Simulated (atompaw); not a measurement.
**Before and after: PAW (atompaw) potential for Pm (Z = 61)**

```json
{"Element": "Pm (Z = 61)", "Generator": "atompaw 4.2.0.5", "Type": "PAW", "Functional": "PBE", "Relativity": "scalar-relativistic", "Frozen core": "[Kr] 4d10", "Valence charge": "15", "Reference configuration": "4f4 5s2 5p6 5d0 6s0 6p0 (charge +3)", "Partial waves": "5s (bound): rc 2.35 bohr; 6s (bound, empty): rc 3.00 bohr; 5p (bound): rc 2.25 bohr; 6p (bound, empty): rc 2.55 bohr; 5d (bound, empty): rc 3.00 bohr; 5d channel at -0.35 Ry: rc 3.00 bohr; 4f (bound): rc 1.35 bohr; 4f channel at -2 Ry: rc 1.35 bohr", "Local potential": "bessel scheme, radius 2.45 bohr", "Core correction": "smooth core density matched at 2.05 bohr", "Augmentation charge": "sinc compensation charge, radius 2.95 bohr; PAW radius 3.00 bohr; waves and projectors: custom polynom2 7 10 vanderbiltortho"}
```

All-electron outer shells of the reference configuration (PBE, scalar-relativistic, ld1.x):

```csv
shell,level (eV),outermost node (bohr),outermost maximum (bohr)
4p,-267.83,0.31,0.58
4d,-153.60,0.29,0.60
5s,-69.27,0.70,1.27
5p,-49.04,0.75,1.44
4f,-31.65,–,0.62
5d,-24.30,0.85,1.89
6s,-21.64,1.65,3.01
6p,-16.66,1.91,3.50
```

Change: local potential bessel scheme, radius 1.90 bohr.

Cutoffs: the cutoffs (Ry, on a coarse ladder) from which the occupation-weighted sum of valence levels, in a spherical-Bessel basis at the reference potential, stays within 10 and 1 mRy of its value at 400 Ry; they do not see the model core or the augmentation charge, which bear on the density cutoff.

Problem. What does the change do?

Solution. A bound ghost appears in p, which as a rule spoils a file; the range in which the s phases agree narrows (upper end 1.6 → -0.9); the range in which the p phases agree narrows (upper end 3.7 → -1.0). A state that the projectors do not describe sees the local part alone, so a deeper or shallower local part can create or remove a ghost.

```csv
quantity,base,changed
bound ghosts,none,p
s: phases at 3.02 bohr within 0.05 rad from the reference energy up to (Ry; the scan ends near 5),1.6,-0.9
p: phases at 3.02 bohr within 0.05 rad from the reference energy up to (Ry; the scan ends near 5),3.7,-1.0
d: phases at 3.02 bohr within 0.05 rad from the reference energy up to (Ry; the scan ends near 5),0.8,0.9
f: phases at 3.02 bohr within 0.05 rad from the reference energy up to (Ry; the scan ends near 5),-0.3,2.8
lowest overlap eigenvalue by channel,"s 0.47, p 0.47, d 0.86, f 1.00","s 0.40, p 0.45, d 0.86, f 0.99"
```

 A true bound ghost makes a file unfit for plane-wave use even where its test errors are small: the radial tests pick states by their node count and pass the ghost by. The cutoffs see the waves, projectors and local potential, not the compensation charge or the core.
